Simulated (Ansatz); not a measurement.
Problem. Name a neutral molecule of C, Sn and H with size of the dipole moment (B3LYP/def2-TZVPP) between 0.65 and 0.95 D and LUMO energy (PBE/def2-TZVPP) between -0.40 and -0.10 eV (Ansatz, PBE0-D4/def2-TZVP geometry).

Solution. `[CH3][SnH2][CH3]` (0.78 D, -0.17 eV); `C[CH](C)[SnH]([CH](C)C)[CH](C)C` (0.73 D, -0.10 eV). Other molecules can fit too; these were computed, each in one conformer that needn't be the lowest.

B3LYP here is the variant with VWN-RPA as its local correlation; programs differ in this.
